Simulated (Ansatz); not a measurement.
`O[SiH]1[SiH2]S1` + HCl → `Cl[SiH]1[SiH2]S1` + H₂O at 400 K and 1 bar (ligand exchange at the Si–O bond).

Gas-phase electronic energies from Ansatz, PBE0-D4/def2-TZVP geometries. CBS: MP2 limit from def2 TZ/QZ plus the TZ coupled-cluster correction, frozen cores. This one scheme is used for every species. Each species was taken in one conformer, which may not be the lowest.

| species | CCSD(T)/CBS energy (Eh) | H − E (kJ/mol) | S (J/(mol·K)) |
| --- | --- | --- | --- |
| `O[SiH]1[SiH2]S1` | -1053.58572 | 141.1 | 355.3 |
| HCl | -460.38127 | 29.6 | 195.4 |
| `Cl[SiH]1[SiH2]S1` | -1437.58844 | 106.7 | 358.2 |
| H₂O | -76.37941 | 69.8 | 198.6 |

H − E and S are ideal-gas, rigid-rotor, harmonic terms from PBE0-D4/def2-TZVP, for one conformer and one mirror image of each species. 1 Eh = 2625.50 kJ/mol, R = 8.31446 J/(mol·K).

Question: By hand: ΔE, ΔH, ΔS and ΔG.

Answer: ΔE = (-1437.58844) + (-76.37941) − (-1053.58572) − (-460.38127) = -0.00086 Eh = -2.3 kJ/mol. Δ(H − E) = 106.7 + 69.8 − 141.1 − 29.6 = 5.8, so ΔH = 3.5 kJ/mol. ΔS = 358.2 + 198.6 − 355.3 − 195.4 = 6.1 J/(mol·K). ΔG = 3.5 − 400 × (6.1)/1000 = 1.1 kJ/mol.

Question: By hand: the equilibrium constant, and the temperature at which ΔG would vanish if ΔH and ΔS stayed fixed.

Answer: log₁₀ K = −ΔG/(RT ln 10) = -0.1. ΔG = 0 at ΔH/ΔS = 574 K, though so small a ΔH makes that figure unsure.

TΔS isn't small against ΔH here. The sign of ΔG lies within the doubt. A doubt of 5 kJ/mol in ΔE shifts log₁₀ K by 0.7 here. Other conformers and mirror images would add mixing entropy, several J/(mol·K) or more a flexible species. These are equilibria of isolated gas molecules and say nothing of rates. Largest T1 diagnostic: 0.014 (customary marks: 0.02 for closed shells, 0.045 for open ones).
